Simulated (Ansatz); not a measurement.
`C[O][Sc]([F])[F]` + H₂O → `[OH][Sc]([F])[F]` + CH₃OH at 700 K and 1 bar (formal hydrolysis of the Sc–O bond).

Calculated with Ansatz (gas phase, PBE0-D4/def2-TZVP geometries, no zero-point term in ΔE). CCSD(T)/CBS is the MP2 limit (def2-TZVPP, def2-QZVPP) plus CCSD(T) − MP2 in def2-TZVPP, frozen cores. This one scheme is used for every species. For Sc outer-core shells are correlated without core-valence functions, which leaves a few kJ/mol of doubt a bond. Scalar relativity is left out up to krypton. One conformer a species, not always the lowest.

```json
{"species": "`C[O][Sc]([F])[F]`", "CCSD(T)/CBS energy (Eh)": "-1075.01863", "H − E (kJ/mol)": "188.1", "S (J/(mol·K))": "477.3"}
{"species": "H₂O", "CCSD(T)/CBS energy (Eh)": "-76.37941", "H − E (kJ/mol)": "80.5", "S (J/(mol·K))": "218.4"}
{"species": "`[OH][Sc]([F])[F]`", "CCSD(T)/CBS energy (Eh)": "-1035.77673", "H − E (kJ/mol)": "97.3", "S (J/(mol·K))": "398.0"}
{"species": "CH₃OH", "CCSD(T)/CBS energy (Eh)": "-115.61712", "H − E (kJ/mol)": "170.8", "S (J/(mol·K))": "288.5"}
```

H − E and S are ideal-gas, rigid-rotor, harmonic terms from PBE0-D4/def2-TZVP, for one conformer and one mirror image of each species. 1 Eh = 2625.50 kJ/mol, R = 8.31446 J/(mol·K).

Question: By hand: ΔE, ΔH, ΔS and ΔG.

Answer: ΔE = (-1035.77673) + (-115.61712) − (-1075.01863) − (-76.37941) = 0.00419 Eh = 11.0 kJ/mol. Δ(H − E) = 97.3 + 170.8 − 188.1 − 80.5 = -0.5, so ΔH = 10.5 kJ/mol. ΔS = 398.0 + 288.5 − 477.3 − 218.4 = -9.2 J/(mol·K). ΔG = 10.5 − 700 × (-9.2)/1000 = 16.9 kJ/mol.

Question: By hand: the equilibrium constant, and the temperature at which ΔG would vanish if ΔH and ΔS stayed fixed.

Answer: log₁₀ K = −ΔG/(RT ln 10) = -1.3. ΔH and −TΔS have one sign here, so there is no such temperature.

TΔS isn't small against ΔH here. A doubt of 5 kJ/mol in ΔE shifts log₁₀ K by 0.4 here. Other conformers and mirror images would add mixing entropy, several J/(mol·K) or more a flexible species. Modes under 60 cm⁻¹, often nearly free rotors, make the harmonic entropy too high. These are equilibria of isolated gas molecules and say nothing of rates. Largest T1 diagnostic: 0.017 (customary marks: 0.02 for closed shells, 0.045 for open ones).

ΔS is within the doubt of such terms, so its sign, and with it that verdict, could turn.
